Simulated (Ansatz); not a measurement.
Basis-set series for `[BH2][Al]([NH2])[NH2]`. Charge 0, multiplicity 1. The structure was optimised at the PBE0-D4/def2-TZVP level. It is one conformer, not always the lowest.

```csv
atom,x (Å),y (Å),z (Å)
B1,-0.009,-1.963,0.472
Al2,0.000,0.106,-0.026
N3,1.456,0.876,-0.691
N4,-1.447,1.107,0.214
H5,0.521,-2.800,-0.206
H6,-0.543,-2.395,1.457
H7,1.592,1.861,-0.853
H8,2.281,0.367,-0.961
H9,-2.277,0.783,0.684
H10,-1.575,2.058,-0.090
```

```csv
functional,basis,functions,energy (Eh),HOMO (eV),LUMO (eV)
PBE0-D4,def2-TZVPP,219,-380.20986,-6.81,-2.24
PBE0-D4,def2-QZVPP,421,-380.22705,-6.88,-2.28
ωB97M-V,def2-TZVPP,219,-380.40950,-9.18,-0.30
ωB97M-V,def2-QZVPP,421,-380.42602,-9.25,-0.39
```

(1) Give the rows for def2-SVP. (Estimate.)

## Answers

(1) Computed: 
```
functional     basis  functions  energy (Eh)  HOMO (eV)  LUMO (eV)
   PBE0-D4  def2-SVP         90   -379.95546      -6.51      -2.10
   ωB97M-V  def2-SVP         90   -380.14742      -8.85      -0.05
```
